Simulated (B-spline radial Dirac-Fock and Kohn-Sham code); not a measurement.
# Tc⁷⁺ 3p1/2: cross section and angular parameters

System: technetium as Tc⁷⁺, [Ar] 3d10 4s2 4p6; threshold 561.2 eV (orbital energy of the model). Method: Dirac-Hartree-Slater photoionisation with a Latter tail; cross sections with all multipoles, angular parameters from the dipole term and its interference with E2. Computed with a radial B-spline solver.

For linearly polarised light dσ/dΩ = σ/(4π) [1 + β P₂(cos θ) + (δ + γ cos²θ) sin θ cos φ], with θ from the polarisation vector and φ the angle between the beam and the projection of the electron momentum on the plane normal to the polarisation.

```tsv
hν (eV)	σ (kb)	β	γ	δ
600	158	0.873	0.214	0.086
635	151	1.050	0.261	0.062
800	117	1.398	0.161	0.016
990	87.9	1.526	0.037	0.004
1000	86.6	1.531	0.032	0.004
2000	24.8	1.603	0.091	0.004
2340	17.8	1.586	0.179	0.007
2400	16.8	1.582	0.195	0.007
2710	12.9	1.563	0.277	0.010
2984.4	10.3	1.545	0.348	0.012
5290	2.51	1.399	0.852	0.039
5414.7	?	?	?	?
5950	1.83	1.362	0.964	0.048
6460	1.47	1.335	1.044	0.054
8100	0.785	1.254	1.265	0.077
8520	0.680	1.235	1.315	0.083
11100	0.315	1.132	1.567	0.120
13200	0.188	1.061	1.728	0.149
```

**Question.** Give the values at Cr Kα (5414.7 eV).

**Answer.** σ = 2.36 kb, β = 1.392, γ = 0.874, δ = 0.041.
